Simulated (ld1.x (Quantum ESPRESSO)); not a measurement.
## Ranking TM potentials for platinum

All share these settings but for the change named:

Pt, norm-conserving Troullier–Martins (Kleinman–Bylander form), made with ld1.x (Quantum ESPRESSO) 7.5 (PBE, scalar-relativistic). Core [Xe] 4f14, reference 5d9 6s1 6p0. Waves: 6p (bound, empty): rc 4.00 bohr; 5d (bound): rc 1.90 bohr; 6s (bound): rc 2.55 bohr. Local part: the s channel. Core correction: none.

Test errors are all-electron minus pseudo excitation energies from the reference, over 5d9 6s0 6p0; 5d8 6s0 6p0; 5d7 6s0 6p0; 5d9 6s0 6p1; 5d8 6s2 6p0; 5d10 6s0 6p0; 5d8 6s1 6p0. None of these files shows a bound ghost.

The base gives 206.1 meV.

Of 6 variants that were run, those that failed, showed a ghost or another fault, or gave nearly equal values are left out.

A variant can come out equal or close to the base, since the largest error may sit in a test that the change hardly touches while other tests move.

Q: Rank these variants by their largest absolute test error, smallest first.
A. wave 6s (bound): rc 2.55 bohr becomes 6s (bound): rc 1.80 bohr
B. wave 6s (bound): rc 2.55 bohr becomes 6s (bound): rc 3.80 bohr
C. wave 6s (bound): rc 2.55 bohr becomes 6s (bound): rc 2.44 bohr
D. wave 6s (bound): rc 2.55 bohr becomes 6s (bound): rc 3.00 bohr
E. wave 6s (bound): rc 2.55 bohr becomes 6s (bound): rc 3.26 bohr

A: A (168.1 meV), C (202.9 meV), D (259.5 meV), E (354.3 meV), B (603.4 meV).
